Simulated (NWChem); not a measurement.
# silylphosphine (SiPH5); SMILES [SiH3]P

```xyz
7

Si    -0.0001     1.0728    -0.0226
P      0.0000    -1.1937    -0.0996
H     -1.2179     1.5603    -0.7375
H      1.2134     1.5607    -0.7446
H      0.0039     1.6306     1.3646
H     -1.0386    -1.3208     0.8741
H      1.0447    -1.3204     0.8677
```
Atoms are numbered in this order, from 1.

All runs: NWChem. Geometry optimised at PBE0/def2-SVP; all other runs use it. 

```csv
quantity,level,value
dipole in solution (D) in n-hexane,"PBE0/def2-SVP, SMD",1.02
"anisotropy (bohr³), static",B3LYP/def2-SVPD,[?]
"vertical ionisation energy, ΔSCF (eV)",B3LYP/def2-SVP,[?]
"vertical, lowest excitation, singlet (eV)","B3LYP/def2-SVPD, TDA",6.40
dipole (D),PBE0/def2-SVP,0.86
highest harmonic frequency (cm⁻¹),PBE0/def2-SVP,[?]
```

Complete the blanks.


- anisotropy (bohr³), static, value: 19.6
- vertical ionisation energy, ΔSCF (eV), value: 9.86
- highest harmonic frequency (cm⁻¹), value: 2417
